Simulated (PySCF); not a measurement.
A geometry optimisation, step by step.

C₄H₃AlN₂.
Numbering: `[CH:1]#[N+:2][AlH2-:3][C:4]#[C:5][C:6]#[N:7]` (hydrogens: H8 on C1; H9, H10 on Al3)
Bond orders are those of one Lewis drawing.

Computed by this run: PySCF, PBE0-D3(BJ)/def2-SVP geometry optimisation, gas phase; density fitting, grid level 1; the optimiser is geomeTRIC in internal coordinates, started from a GFN2-xTB structure with every atom displaced at random (about 0.01 Å). 8 of its 9 geometries are shown. The frame can shift and turn from step to step; on so coarse a grid that alone can change the energy by a few meV, and forces under 0.02 eV/Å are noise.

Step 0: E = -13751.2876 eV, largest atomic force 6.380 eV/Å
```
atom  x, y, z in Å  |  force x, y, z in eV/Å
C1     -1.500    2.539   -0.247   -2.071   5.916  -1.193
N2     -1.081    1.530   -0.052    1.791  -4.973   0.994
Al3    -1.245   -0.415    0.392    1.478  -0.186   0.590
C4      0.702   -0.950    0.439   -4.485   1.286  -0.152
C5      1.819   -1.365    0.478    2.745  -0.826   0.129
C6      3.111   -1.784    0.534    1.136  -0.474   0.008
N7      4.217   -2.149    0.577   -0.279   0.116  -0.002
H8     -1.902    3.534   -0.446    0.169  -0.352   0.080
H9     -2.092   -0.773   -0.824   -0.432  -0.421  -0.858
H10    -1.979   -0.188    1.757   -0.053  -0.085   0.405
```

Step 1: E = -13751.6048 eV, largest atomic force 1.063 eV/Å
```
atom  x, y, z in Å  |  force x, y, z in eV/Å
C1     -1.568    2.658   -0.253    0.531  -0.909   0.148
N2     -1.194    1.586   -0.040   -0.482   0.831  -0.125
Al3    -1.210   -0.421    0.413    0.020  -0.088  -0.094
C4      0.679   -0.953    0.424    0.198  -0.071   0.012
C5      1.835   -1.374    0.463   -0.369   0.198  -0.001
C6      3.131   -1.825    0.519   -0.034   0.003  -0.005
N7      4.230   -2.203    0.570    0.052  -0.019  -0.010
H8     -1.897    3.666   -0.459   -0.033   0.091  -0.012
H9     -2.052   -0.877   -0.867    0.077  -0.008   0.076
H10    -1.905   -0.279    1.838    0.040  -0.027   0.011
```

Step 2: E = -13751.6248 eV, largest atomic force 0.294 eV/Å
```
atom  x, y, z in Å  |  force x, y, z in eV/Å
C1     -1.505    2.642   -0.251    0.237  -0.122  -0.003
N2     -1.188    1.559   -0.032   -0.255   0.146   0.006
Al3    -1.241   -0.449    0.421   -0.067  -0.004  -0.041
C4      0.642   -0.954    0.431    0.057  -0.016   0.010
C5      1.802   -1.350    0.464   -0.013   0.061   0.001
C6      3.108   -1.777    0.506    0.017  -0.014  -0.002
N7      4.215   -2.134    0.544   -0.011   0.001  -0.008
H8     -1.783    3.667   -0.463    0.004  -0.021   0.009
H9     -2.068   -0.912   -0.859    0.015  -0.015   0.016
H10    -1.932   -0.313    1.847    0.017  -0.016   0.011
```

Step 3: E = -13751.6478 eV, largest atomic force 0.732 eV/Å
```
atom  x, y, z in Å  |  force x, y, z in eV/Å
C1     -1.358    2.603   -0.247    0.047   0.713  -0.159
N2     -1.189    1.497   -0.015   -0.118  -0.673   0.154
Al3    -1.325   -0.508    0.433   -0.022   0.090   0.046
C4      0.568   -0.962    0.445   -0.161   0.009   0.000
C5      1.743   -1.301    0.465    0.304  -0.051  -0.010
C6      3.068   -1.670    0.481    0.015  -0.009   0.003
N7      4.190   -1.978    0.491   -0.030   0.006   0.001
H8     -1.501    3.654   -0.468    0.007  -0.052   0.012
H9     -2.142   -0.977   -0.843   -0.031  -0.026  -0.046
H10    -2.005   -0.379    1.865   -0.010  -0.007  -0.001
```

Step 5: E = -13751.6700 eV, largest atomic force 0.264 eV/Å
```
atom  x, y, z in Å  |  force x, y, z in eV/Å
C1     -1.119    2.527   -0.236    0.071   0.238  -0.047
N2     -1.225    1.414    0.012   -0.138  -0.221   0.044
Al3    -1.462   -0.577    0.458    0.095   0.045   0.027
C4      0.456   -0.975    0.462   -0.060  -0.044   0.008
C5      1.657   -1.225    0.457    0.081  -0.013  -0.021
C6      3.004   -1.500    0.437   -0.001  -0.005   0.004
N7      4.145   -1.727    0.415   -0.009   0.007   0.006
H8     -1.007    3.578   -0.468   -0.005  -0.016   0.001
H9     -2.264   -1.068   -0.821   -0.017   0.003  -0.018
H10    -2.135   -0.467    1.893   -0.017   0.005  -0.004
```

Step 6: E = -13751.6719 eV, largest atomic force 0.076 eV/Å
```
atom  x, y, z in Å  |  force x, y, z in eV/Å
C1     -1.113    2.528   -0.235    0.022  -0.054   0.017
N2     -1.241    1.415    0.015   -0.053   0.053  -0.015
Al3    -1.465   -0.576    0.461    0.072   0.003   0.000
C4      0.453   -0.980    0.460   -0.004  -0.021   0.010
C5      1.656   -1.228    0.453   -0.016   0.005  -0.012
C6      3.003   -1.497    0.434   -0.001  -0.005   0.002
N7      4.146   -1.719    0.414    0.000   0.003   0.004
H8     -0.982    3.576   -0.470   -0.006  -0.002  -0.001
H9     -2.265   -1.070   -0.820   -0.009   0.011   0.000
H10    -2.142   -0.470    1.895   -0.006   0.007  -0.004
```

Step 7: E = -13751.6723 eV, largest atomic force 0.064 eV/Å
```
atom  x, y, z in Å  |  force x, y, z in eV/Å
C1     -1.118    2.530   -0.236    0.015  -0.058   0.016
N2     -1.246    1.417    0.014   -0.031   0.053  -0.015
Al3    -1.461   -0.575    0.460    0.044   0.005   0.002
C4      0.456   -0.983    0.458    0.000  -0.014   0.001
C5      1.658   -1.231    0.451   -0.020   0.005  -0.007
C6      3.006   -1.502    0.436    0.000  -0.003   0.002
N7      4.148   -1.723    0.419    0.001   0.002   0.003
H8     -0.989    3.578   -0.470   -0.005   0.002  -0.001
H9     -2.268   -1.064   -0.819    0.000   0.005   0.000
H10    -2.137   -0.468    1.894   -0.004   0.003   0.000
```

Step 8: E = -13751.6726 eV, largest atomic force under 0.02 eV/Å
```
atom  x, y, z in Å  |  force x, y, z in eV/Å
C1     -1.124    2.534   -0.235    0.003  -0.014   0.004
N2     -1.254    1.422    0.014    0.001   0.011  -0.003
Al3    -1.455   -0.571    0.460   -0.006  -0.005  -0.003
C4      0.459   -0.986    0.455    0.007   0.005   0.001
C5      1.660   -1.237    0.447   -0.003   0.000   0.001
C6      3.007   -1.509    0.437    0.002  -0.001  -0.001
N7      4.150   -1.731    0.425   -0.001   0.000   0.001
H8     -0.997    3.582   -0.471   -0.002   0.001   0.000
H9     -2.263   -1.059   -0.818   -0.002   0.002   0.001
H10    -2.132   -0.465    1.895    0.002   0.001   0.000
```

Question: Summarise the path.

Answer: The energy falls by 0.3850 eV from step 0 to step 8; nine tenths of that is first reached at step 3. It falls at every step. The largest force goes from 6.380 to under 0.02 eV/Å. Among the bonds Al3–H9 changes most, from 1.524 to 1.589 Å; the atoms move by 0.412 Å rms after alignment.

Question: Follow the three bonds and two angles with the largest change from start to end.

Answer: 
```
step  E above end (eV)  largest force (eV/Å)  Al3–H9 (Å)  Al3–C4 (Å)  N2–Al3 (Å)  C1–N2–Al3 (°)  N2–Al3–H10 (°)
   0            0.3850                 6.380       1.524       2.019       2.002          153.1            95.2
   1            0.0678                 1.063       1.599       1.962       2.058          160.6            96.5
   2            0.0478                 0.294       1.592       1.949       2.059          162.5            97.2
   3            0.0248                 0.732       1.586       1.947       2.059          167.7            98.4
   4            0.0109                 0.716       1.585       1.952       2.058          173.1            99.6
   5            0.0025                 0.264       1.587       1.959       2.054          178.7           100.2
   6            0.0006                 0.076       1.589       1.961       2.053          179.8           100.3
   7            0.0002                 0.064       1.589       1.960       2.052          179.6           100.1
   8            0.0000            under 0.02       1.589       1.958       2.051          179.1           100.0
```

The cost below is that of the whole optimisation. On one thread, Arm Neoverse V1 (aarch64), shared host with 32 logical CPUs at a one-minute load of 34, this took 47 s of wall time and 0.46 GiB of memory at its peak.
